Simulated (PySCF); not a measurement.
29Si chemical shifts

Equivalent nuclei averaged, a single conformation, isolated molecule, non-relativistic. Shieldings: GIAO PBE0/pcSseg-1; GFN2-xTB structure; PySCF.

Shieldings were converted by a linear fit to measured shifts: 29Si (scatter 8.9 ppm rms, 25.8 ppm with the 6 outliers that the fit left out vs TMS, solution or neat liquid). Occasional misses reach two or three times the rms, and more in compound classes unlike the fitted ones.

Question: Give the 29Si shifts of `CC[Si@H](N)F`, `C[SiH2][Si@@H]([SiH3])/C(C=O)=C/Cl`, `C[C@@H](O)C[SiH2][SiH2][SiH2]F`.

Answer: 
```json
{"compound": "CC[Si@H](N)F", "environment": "silicon bonded to C, F, N, H", "δ (ppm)": "-6.1"}
{"compound": "[CH3:1][SiH2:2][Si@@H:3]([SiH3:4])/[C:5]([CH:6]=[O:7])=[CH:8]/[Cl:9]", "environment": "Si2: silicon bonded to C, Si, 2 H", "δ (ppm)": "-63.5"}
{"compound": "[CH3:1][SiH2:2][Si@@H:3]([SiH3:4])/[C:5]([CH:6]=[O:7])=[CH:8]/[Cl:9]", "environment": "Si3: silicon bonded to C, 2 Si, H", "δ (ppm)": "-75.3"}
{"compound": "[CH3:1][SiH2:2][Si@@H:3]([SiH3:4])/[C:5]([CH:6]=[O:7])=[CH:8]/[Cl:9]", "environment": "Si4: silicon bonded to Si, 3 H", "δ (ppm)": "-97.6"}
{"compound": "[CH3:1][C@@H:2]([OH:3])[CH2:4][SiH2:5][SiH2:6][SiH2:7][F:8]", "environment": "Si7: silicon bonded to F, Si, 2 H", "δ (ppm)": "-17.7"}
{"compound": "[CH3:1][C@@H:2]([OH:3])[CH2:4][SiH2:5][SiH2:6][SiH2:7][F:8]", "environment": "Si5: silicon bonded to C, Si, 2 H", "δ (ppm)": "-72.0"}
{"compound": "[CH3:1][C@@H:2]([OH:3])[CH2:4][SiH2:5][SiH2:6][SiH2:7][F:8]", "environment": "Si6: silicon bonded to 2 Si, 2 H", "δ (ppm)": "-108.3"}
```

Question: Match the shifts -13.2, -38.5, -98.6 ppm to `C[Si@@H]1NC[C@@H](CF)N1`, `C#CC#CC[Si@@H]1C[C@H]1F`, `CC(C)CO[SiH3]`.

Answer: -13.2: C[Si@@H]1NC[C@@H](CF)N1 (silicon bonded to C, 2 N, H, in a 5-membered ring); -38.5: CC(C)CO[SiH3] (silicon bonded to O, 3 H); -98.6: C#CC#CC[Si@@H]1C[C@H]1F (silicon bonded to 3 C, H, in a 3-membered ring).
